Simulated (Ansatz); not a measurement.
C2H8OSi2 can be A, `C=C[SiH2][SiH2]O`, or B, `O/C=C/[SiH2][SiH3]`.

Computed with Ansatz on PBE0-D4/def2-TZVP structures; ΔE is electronic, products minus reactants. CBS: MP2 limit from def2 TZ/QZ plus the TZ coupled-cluster correction, frozen cores. DFT in def2-TZVPP. B3LYP here is the variant with VWN-RPA as its local correlation; programs differ in this. One conformer a species, not always the lowest.

(1) Which is lower in electronic energy at CCSD(T)/CBS, and by how much? (Best estimate.)

(2) Give E(B) − E(A) in kJ/mol with CCSD/def2-TZVPP, B3LYP, B2PLYP, PBE0-D4, MP2/def2-TZVPP, HF/def2-TZVPP, B3LYP-D4. (An estimate is asked.)

Largest T1 diagnostic: 0.013.

Answers

(1) The calculation gave: A, by 131.3 kJ/mol.

(2) The calculation gave: CCSD/def2-TZVPP 130.2, B3LYP 121.2, B2PLYP 126.6, PBE0-D4 112.5, MP2/def2-TZVPP 132.4, HF/def2-TZVPP 136.1, B3LYP-D4 122.7. None reverses the order clearly.

From PBE to PBE0 (25 % exact exchange), in def2-TZVPP and without D4, E(B) − E(A) moves by +7.0 kJ/mol. In def2-TZVPP, CCSD(T) changes the Hartree–Fock value by −8.8 kJ/mol (the triples alone add −2.9 kJ/mol) and MP2 by −3.7 kJ/mol.
